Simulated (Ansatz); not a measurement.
Relaxation of (F)2Al-S-SiH3 (AlSiH₃SF₂) with RKS r2SCAN-D4/def2-SVP.

```sh
$ ansatz run in.yaml --threads 4 --pin off --events-out ev --progress --plain --max-ram 3916MiB
```

```yaml
crystal:
  periodic: [false, false, false]
  atoms:
    - {symbol: Al, position_ang: [-0.069320, -0.443310, -1.761500]}
    - {symbol: F, position_ang: [-1.359930, -1.267000, -1.141440]}
    - {symbol: F, position_ang: [0.163070, -0.574600, -3.384500]}
    - {symbol: S, position_ang: [1.206980, 0.736660, -0.464360]}
    - {symbol: Si, position_ang: [0.145880, 0.413810, 1.415860]}
    - {symbol: H, position_ang: [-1.192330, 0.982540, 1.291540]}
    - {symbol: H, position_ang: [0.993310, 1.165640, 2.329510]}
    - {symbol: H, position_ang: [0.112340, -1.013750, 1.714900]}
basis:
  gaussian: {orbitals: def2-SVP}
hamiltonian: {xc: r2scan, dispersion: d4}
scf: {omitted_lower_state_checks: [starts]}
output: {orbitals: {seedname: orbitals}}
relax: {f_tol: 0.02, max_steps: 100}
```

It took 23 s on 4 threads of Arm Neoverse N1 on a shared host.

Positions (Å) and forces (eV/Å) at steps 1, 2, 3, 4, 5, 6 of 6:

```xyz
8
step=1 energy=-30781.6679 eV
Al   -0.069   -0.443   -1.762    0.197    0.196    0.218
F    -1.360   -1.267   -1.141   -0.121   -0.042    0.214
F     0.163   -0.575   -3.385    0.126    0.040   -0.230
S     1.207    0.737   -0.464   -0.210   -0.222   -0.236
Si    0.146    0.414    1.416    0.445    0.126   -0.967
H    -1.192    0.983    1.292   -0.555    0.168    0.136
H     0.993    1.166    2.330    0.200    0.253    0.604
H     0.112   -1.014    1.715   -0.082   -0.518    0.261
8
step=2 energy=-30781.7188 eV
Al   -0.060   -0.436   -1.792   -0.111   -0.090    0.047
F    -1.345   -1.226   -1.109   -0.024    0.016    0.086
F     0.154   -0.611   -3.417    0.098    0.061   -0.064
S     1.224    0.736   -0.526   -0.035    0.030    0.172
Si    0.176    0.425    1.365   -0.004    0.012   -0.010
H    -1.204    0.968    1.335   -0.093    0.074   -0.115
H     0.945    1.151    2.408    0.119    0.066   -0.064
H     0.109   -1.007    1.736    0.050   -0.169   -0.051
8
step=3 energy=-30781.7302 eV
Al   -0.060   -0.440   -1.762   -0.078   -0.019   -0.059
F    -1.357   -1.219   -1.085    0.008    0.011    0.078
F     0.163   -0.595   -3.389    0.063    0.017   -0.036
S     1.227    0.741   -0.509   -0.019   -0.017    0.030
Si    0.166    0.416    1.361    0.027    0.033    0.028
H    -1.218    0.968    1.298    0.028   -0.015   -0.011
H     0.962    1.160    2.378   -0.033   -0.026   -0.019
H     0.118   -1.032    1.709    0.004    0.016   -0.011
8
step=4 energy=-30781.7309 eV
Al   -0.073   -0.424   -1.765   -0.009   -0.102   -0.053
F    -1.358   -1.212   -1.076   -0.009    0.039    0.045
F     0.177   -0.611   -3.386    0.022    0.045    0.001
S     1.221    0.748   -0.510   -0.005    0.013    0.002
Si    0.167    0.415    1.361    0.007    0.005    0.008
H    -1.217    0.965    1.294    0.016   -0.013    0.010
H     0.962    1.155    2.380   -0.024   -0.013   -0.006
H     0.121   -1.035    1.703    0.002    0.026   -0.007
8
step=5 energy=-30781.7322 eV
Al   -0.071   -0.434   -1.767    0.070    0.061    0.057
F    -1.362   -1.183   -1.052   -0.065   -0.039    0.018
F     0.181   -0.608   -3.387    0.003   -0.013   -0.067
S     1.225    0.744   -0.515   -0.028   -0.021    0.003
Si    0.165    0.410    1.354    0.037    0.031    0.006
H    -1.220    0.951    1.289   -0.009   -0.005   -0.009
H     0.950    1.157    2.375   -0.005   -0.003   -0.001
H     0.131   -1.037    1.703   -0.003   -0.010   -0.007
8
step=6 energy=-30781.7326 eV
Al   -0.071   -0.432   -1.766   -0.010   -0.004    0.012
F    -1.370   -1.180   -1.059    0.005    0.003   -0.005
F     0.181   -0.609   -3.387    0.003    0.000   -0.009
S     1.227    0.740   -0.513    0.001    0.000    0.000
Si    0.168    0.411    1.356    0.002    0.001    0.002
H    -1.220    0.944    1.285   -0.001    0.000    0.000
H     0.949    1.162    2.377   -0.001    0.000    0.000
H     0.137   -1.036    1.705    0.001   -0.001    0.001
```
